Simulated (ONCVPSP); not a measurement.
## Ga ONCV: all-electron and pseudo phase curves

- Element: Ga (Z = 31)
- Generator: ONCVPSP 4.0.1
- Type: optimised norm-conserving Vanderbilt (ONCV)
- Functional: LDA (Perdew-Wang 92)
- Relativity: scalar-relativistic
- Frozen core: [Ar] 3d10
- Valence charge: 3
- Reference configuration: 4s1.5 (charge +1.5)
- Partial waves: 4s: rc 2.00 bohr, ncon 3, nbas 7, qcut 4 1/bohr, 2 projectors, debl 0.8 Ha; p scattering state at 0.26 Ha: rc 2.15 bohr, ncon 4, nbas 9, qcut 3.7 1/bohr, 2 projectors, debl 0.4 Ha; d scattering state at 0.11 Ha: rc 2.10 bohr, ncon 4, nbas 8, qcut 5.1 1/bohr, 1 projector
- Local potential: polynomial inside 1.85 bohr (lpopt 3, dvloc0 0 Ha)
- Core correction: polynomial model core, fcfact 0.6

In the p channel the program set the typed energies aside and used 0.050, 0.450 Ha.

The phase is arctan(r·R′/R) of the radial function R(r), unwrapped; energies in Ha, scanned from -2 to 5 Ha. A pole is an energy at which the radial function vanishes at the test radius. The pseudo phase is shifted by a multiple of π to meet the all-electron one at the reference energy, and phase errors are pseudo minus all-electron; the curves can meet again beyond the range given. Levels narrower than the energy grid can be missing from the lists of poles.

| channel | radius (bohr) | reference energy (Ha) | poles, all-electron | poles, pseudo | unbroken range about the reference energy with phases within 0.05 rad | phase error 1 Ha above the reference energy (rad) |
| --- | --- | --- | --- | --- | --- | --- |
| s | 2.03 | -0.79 | 0.71 | 0.70, 4.31 | below 2.5 | +0.000 |
| p | 2.18 | 0.05 | 0.99 | 0.99 | below 2.7 | -0.000 |
| d | 2.13 | 0.11 | -1.18, 2.33 | 1.74 | -0.4 to 0.6 | -0.075 |

Note: no bound ghost flagged; GHOST(+) flagged for s at 118.7 eV.

Phases in the s channel:

```csv
E (Ha),all-electron,pseudo
-1.98,0.929,0.929
-1.80,0.804,0.803
-1.62,0.616,0.616
-1.44,0.331,0.330
-1.26,-0.066,-0.066
-1.08,-0.489,-0.489
-0.90,-0.821,-0.821
-0.72,-1.044,-1.044
-0.54,-1.191,-1.191
-0.36,-1.294,-1.294
-0.18,-1.369,-1.369
0.00,-1.426,-1.426
0.18,-1.472,-1.472
0.36,-1.510,-1.510
0.54,-1.543,-1.543
0.72,-1.573,-1.573
0.90,-1.601,-1.601
1.08,-1.627,-1.628
1.26,-1.653,-1.654
1.44,-1.680,-1.682
1.62,-1.708,-1.712
1.80,-1.740,-1.745
1.98,-1.776,-1.784
2.16,-1.818,-1.833
2.34,-1.872,-1.899
2.52,-1.941,-1.993
2.70,-2.038,-2.144
2.88,-2.182,-2.423
3.06,-2.411,-2.964
3.24,-2.781,-3.663
3.42,-3.277,-4.106
3.60,-3.719,-4.336
3.78,-4.008,-4.471
3.96,-4.185,-4.566
4.14,-4.299,-4.644
4.32,-4.377,-4.718
4.50,-4.434,-4.806
4.68,-4.478,-4.934
4.86,-4.512,-5.188
```
